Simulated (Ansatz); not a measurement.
Total energies of CH6O2Si2 (`O=CO[SiH2][SiH3]`).

Cartesian coordinates in Å:
```
O 0.629 1.287 -1.377
C 1.511 1.233 -0.564
O 1.648 0.260 0.324
Si 0.493 -1.002 0.293
Si -1.695 -0.170 0.271
H 2.303 1.989 -0.465
H 0.822 -1.742 1.535
H 0.785 -1.861 -0.881
H -2.210 -0.060 -1.115
H -1.716 1.160 0.936
H -2.570 -1.096 1.043
```

The species carries charge 0 and has multiplicity 1. All single points use the PBE0-D4/def2-TZVP geometry. It is one conformer, not always the lowest. Basis def2-TZVPP, the Gaussian-basis code of Ansatz.

RPA on PBE orbitals: Hartree–Fock energy of these orbitals -769.02154 Eh, correlation -1.45279 Eh (frozen core).

```json
{"functional": "LDA (SPW92)", "energy without D4 (Eh)": "-767.50103", "D4 term (kJ/mol)": "–"}
{"functional": "PBE", "energy without D4 (Eh)": "-770.76902", "D4 term (kJ/mol)": "-24.7"}
{"functional": "revPBE", "energy without D4 (Eh)": "-771.10061", "D4 term (kJ/mol)": "-71.4"}
{"functional": "BLYP", "energy without D4 (Eh)": "-771.23491", "D4 term (kJ/mol)": "-53.8"}
{"functional": "B97M-V", "energy without D4 (Eh)": "-771.09069", "D4 term (kJ/mol)": "–"}
{"functional": "B3LYP", "energy without D4 (Eh)": "-771.33031", "D4 term (kJ/mol)": "-40.0"}
{"functional": "r2SCANh", "energy without D4 (Eh)": "-771.11746", "D4 term (kJ/mol)": "-6.5"}
{"functional": "r2SCAN0", "energy without D4 (Eh)": "-771.09532", "D4 term (kJ/mol)": "-7.2"}
{"functional": "BHLYP", "energy without D4 (Eh)": "-771.18461", "D4 term (kJ/mol)": "-31.6"}
{"functional": "CAM-B3LYP", "energy without D4 (Eh)": "-771.22638", "D4 term (kJ/mol)": "-21.5"}
{"functional": "LC-ωPBE", "energy without D4 (Eh)": "-770.98403", "D4 term (kJ/mol)": "–"}
{"functional": "ωB97X-V", "energy without D4 (Eh)": "-771.13056", "D4 term (kJ/mol)": "–"}
{"functional": "B2PLYP", "energy without D4 (Eh)": "-770.90922", "D4 term (kJ/mol)": "–"}
{"functional": "PBE-QIDH", "energy without D4 (Eh)": "-770.62956", "D4 term (kJ/mol)": "–"}
```

(1) Give the same for r2SCAN, PBE0, HSE06 (plane-wave form), ωB97M-V. (Estimate.)

B3LYP takes the VWN-RPA correlation (the form of Gaussian; ORCA's B3LYP/G). HSE06 is the plane-wave form, built on full-range PBE exchange. The double hybrids freeze the cores in their second-order part.

## Answers

(1) The calculation gave: 
```json
{"functional": "r2SCAN", "energy without D4 (Eh)": "-771.13323", "D4 term (kJ/mol)": "-6.1"}
{"functional": "PBE0", "energy without D4 (Eh)": "-770.82736", "D4 term (kJ/mol)": "-21.1"}
{"functional": "HSE06 (plane-wave form)", "energy without D4 (Eh)": "-770.80497", "D4 term (kJ/mol)": "-19.7"}
{"functional": "ωB97M-V", "energy without D4 (Eh)": "-771.17196", "D4 term (kJ/mol)": "–"}
```

LC-ωPBE has ω = 0.4 bohr⁻¹.
